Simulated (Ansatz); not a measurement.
F$_{6}$Ru (SMILES [F][Ru]([F])([F])([F])([F])[F]), triplet, geometry from GFN2-xTB (such geometries of metal compounds can be far from the true shape) (all electrons, no relativity); R2SCAN/3-21G in Ansatz (a first-principles code).

Ansatz was given this input:
Ansatz 0.2 input:
```yaml
crystal:
  periodic: [false, false, false]
  atoms:
    - {symbol: Ru, position_ang: [0.00000000, -0.00000000, 0.00000000]}
    - {symbol: F, position_ang: [1.11244871, -0.44890361, -1.39875666]}
    - {symbol: F, position_ang: [-1.11244871, 0.44890361, 1.39875666]}
    - {symbol: F, position_ang: [-1.15977093, 0.80852538, -1.18186077]}
    - {symbol: F, position_ang: [-0.90164630, -1.59384724, -0.20557649]}
    - {symbol: F, position_ang: [0.90164630, 1.59384724, 0.20557649]}
    - {symbol: F, position_ang: [1.15977093, -0.80852538, 1.18186077]}
basis:
  gaussian:
    orbitals: 3-21G.json
hamiltonian:
  xc: r2scan
magnetization: {spin_polarized: true, initial_magnetization: 2}
```
The basis file holds 3-21G in the JSON format of the Basis Set Exchange.

Output, abridged:

```
Functional definition: r2SCAN
1024 factors; their error is unknown
mean field evaluation 1: about -136552.9259 eV, gradient 5.8e1 eV
mean field evaluation 2: about -136370.1641 eV, gradient 2.0e2 eV
mean field evaluation 4: about -136556.5748 eV, gradient 4.6e1 eV
mean field evaluation 8: about -136564.8352 eV, gradient 4.9e0 eV
mean field evaluation 16: about -136564.9605 eV, gradient 2.1e-1 eV
mean field evaluation 32: about -136564.9547 eV, gradient 1.5e-5 eV
mean field evaluation 64: about -136562.2150 eV, gradient 1.5e-2 eV
mean field evaluation 96: about -136564.9365 eV, gradient 2.0e-1 eV
mean field evaluation 128: about -136561.6849 eV, gradient 2.9e0 eV
mean field evaluation 160: about -136560.2022 eV, gradient 1.9e1 eV
mean field evaluation 192: about -136564.9467 eV, gradient 2.7e-2 eV
mean field evaluation 224: about -136563.1275 eV, gradient 1.2e0 eV
mean field -136564.95474571 eV, -5018.6695198539 hartree, gradient 9.6e-6 eV, S^2 2.005984; 15 other end points of the search recorded, 0 dependent functions left out
reference -136564.95480051 eV, -5018.6695218677 hartree; 50, 48 occupied and 43, 45 virtual orbitals, 1024 factors
Total energy: -136564.95480051 eV, -5018.6695218677 hartree
```
